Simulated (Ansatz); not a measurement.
Relaxation of F2H6O2Si3 (13 atoms, charge 0, multiplicity 1), to a largest force component of 0.02 eV/Å in at most 40 steps.

Theory: RKS B3LYP/STO-3G (Ansatz 0.2.0).

```xyz
13
Properties=species:S:1:pos:R:3:forces:R:3
Si 0.000 0.000 0.000 1.04 -2.01 -1.26
F 0.000 0.000 1.590 -0.02 0.21 1.52
O 1.584 0.000 -0.559 -0.57 0.67 0.06
Si 2.491 -1.376 -0.887 -0.20 -0.33 -0.05
H 1.660 -2.352 -1.586 0.33 -0.03 0.10
H 3.632 -1.020 -1.725 -0.29 0.02 0.24
H 2.969 -1.954 0.366 0.00 -0.03 -0.24
F -0.749 1.297 -0.529 -0.45 1.12 -0.44
O -0.791 -1.371 -0.559 0.32 0.37 -0.24
Si -1.673 -2.433 0.398 -0.07 0.02 0.32
H -1.263 -2.287 1.792 -0.23 -0.21 -0.13
H -3.096 -2.132 0.276 0.20 -0.13 0.08
H -1.426 -3.804 -0.040 -0.05 0.32 0.04
```

**Question.** Where does it end, and by what steps?

**Answer.** The run converged. The force dipped under the threshold on the way, but the program's further checks kept it going. Limits of this set-up: minimal basis. After 14 steps the energy has fallen by 0.213 eV; O9 moved furthest, 0.80 Å.

| step | energy less start (eV) | largest force component (eV/Å) | accepted |
| --- | --- | --- | --- |
| 0 | 0.0000 | 2.009 | yes |
| 1 | -0.1010 | 1.076 | yes |
| 2 | -0.1319 | 0.186 | yes |
| 3 | -0.1561 | 0.125 | yes |
| 4 | -0.1685 | 0.317 | yes |
| 5 | -0.1805 | 0.209 | yes |
| 6 | -0.1984 | 0.107 | yes |
| 7 | -0.1990 | 0.231 | yes |
| 8 | -0.2062 | 0.086 | yes |
| 9 | -0.2099 | 0.030 | yes |
| 10 | -0.2111 | 0.072 | yes |
| 11 | -0.2117 | 0.054 | yes |
| 12 | -0.2123 | 0.017 | yes |
| 13 | -0.2126 | 0.024 | yes |
| 14 | -0.2128 | 0.017 | yes |

```xyz
13
Properties=species:S:1:pos:R:3
Si 0.075 -0.135 0.067
F -0.042 0.390 1.604
O 1.635 0.050 -0.489
Si 2.512 -1.301 -1.022
H 1.901 -1.945 -2.169
H 3.808 -0.795 -1.412
H 2.696 -2.292 0.021
F -0.931 0.797 -0.809
O -0.293 -1.758 -0.076
Si -1.700 -2.445 0.569
H -1.677 -2.446 2.021
H -2.895 -1.743 0.138
H -1.753 -3.810 0.095
```

Whether the end is a true minimum wasn't checked by a vibrational analysis.

Time of the run: 56 s on 1 thread of Arm Neoverse V2, on a shared host, peak memory 0.15 GiB.
